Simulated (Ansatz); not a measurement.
Stepwise reaction of `O[Si](O)(Cl)[SiH](Cl)Cl` with hydrogen, as a gas-phase model of exchange steps in deposition or etching. ΔE in kJ/mol.

Isolated molecules relaxed with PBE0-D4/def2-TZVP in Ansatz; ΔE leaves out vibrations. CBS: MP2 limit from def2 TZ/QZ plus the TZ coupled-cluster correction, frozen cores. This one scheme is used for every species. Functionals use def2-TZVPP. B3LYP here is the variant with VWN-RPA as its local correlation; programs differ in this. One conformer a species, not always the lowest.

```csv
step,reaction,PBE-D4,B3LYP-D4,ωB97M-V,CCSD(T)/CBS
2,`O[SiH](Cl)[SiH](Cl)Cl` + H₂ → `Cl[SiH2][SiH](Cl)Cl` + H₂O,77.4,82.6,81.9,77.5
```

Give the row of step 1, `O[Si](O)(Cl)[SiH](Cl)Cl` + H₂ → `O[SiH](Cl)[SiH](Cl)Cl` + H₂O. (An estimate is asked.)

Ansatz gave: 
```tsv
step	reaction	PBE-D4	B3LYP-D4	ωB97M-V	CCSD(T)/CBS
1	`O[Si](O)(Cl)[SiH](Cl)Cl` + H₂ → `O[SiH](Cl)[SiH](Cl)Cl` + H₂O	89.9	97.4	97.0	93.1
```

By hand: ΔE of the 2 steps together at CCSD(T)/CBS.

(93.1) + (77.5) = 170.6 kJ/mol, or 85.3 kJ/mol a step.

In ΔE each step is lower than the one before. All are uphill at CCSD(T)/CBS. PBE-D4 differs from CCSD(T)/CBS by -3.2 to -0.1 kJ/mol a step. Isolated molecules leave out the surface, adducts and barriers. Largest T1 diagnostic: 0.011.
